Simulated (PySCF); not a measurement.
# How methods differ on the ionisation energy of Cd⁺

Cd⁺ [Kr] 4d10 5s1 (2S) → Cd²⁺ [Kr] 4d10 (1S), as a difference of total energies. Calculation: PySCF 2.14, in x2c-QZVPPall (13s8p7d4f2g, 118 functions); the spin-free X2C one-electron Hamiltonian (Gaussian nucleus). Correlated levels: valence: [Kr] frozen; valence and next inner shell: [Ar] 3d10 frozen. The calculations carry no spin-orbit coupling.

**Question.** Order these methods by the ionisation energy they give, lowest first.
A. SCS-MP2 (valence)
B. UHF
C. MP2 (valence)
D. M06-2X

**Answer.** B (15.572 eV), A (16.640 eV), D (16.774 eV), C (16.840 eV).

Errors of the correlated levels include the incompleteness of this basis and the frozen core.

For comparison: 16.908 eV (measured; NIST Atomic Spectra Database, ionization energies).
